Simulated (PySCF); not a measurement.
**Finite-field polarisability of Tl (thallium, neutral)**

[Xe] 4f14 5d10 6s2 6p1, 2P determinant. Calculation: PySCF 2.14, in aug-cc-pwCVDZ-PP with ECP60MDF; scalar relativity through the core potential. Frozen: 5s2 5p6 5d10. Energy changes in a uniform field (μhartree):

| axis | F (au) | HF | MP2 | CCSD | CCSD(T) |
| --- | --- | --- | --- | --- | --- |
| x | 0.0019 | -100.089 | -98.503 | -97.063 | -97.109 |
| x | 0.0038 | -400.482 | -394.127 | -388.374 | -388.557 |
| y | 0.0013 | -99.748 | -99.046 | -97.442 | -97.444 |
| y | 0.0026 | -400.142 | -397.255 | -390.791 | -390.792 |

By symmetry the remaining axis equals x.

**Question.** Derive α along x at CCSD(T) from the two fields.

**Answer.** With ΔE = −αF²/2 − γF⁴/24, α = −(16 ΔE(F) − ΔE(2F))/(6F²) = 53.79 bohr³.

**Question.** And the mean polarisability at each level?

**Answer.** The components xx, yy, zz at CCSD(T) are 53.79, 115.2, 53.79, the third axis being equal by symmetry to one of the two computed. Means: HF 76.27, MP2 75.41, CCSD 74.25, CCSD(T) 74.27 bohr³. Reference: 50 ± 2 bohr³ (recommended; Schwerdtfeger and Nagle, table of static dipole polarizabilities (2023 update)).

CCSD(T) lies more than 5 % above the reference; correlation of the frozen inner shells, absent here, would lower it, and spin-orbit coupling is absent too.

Spin-orbit coupling, absent here, splits the open shell strongly.

A double-zeta set is small for polarisabilities.
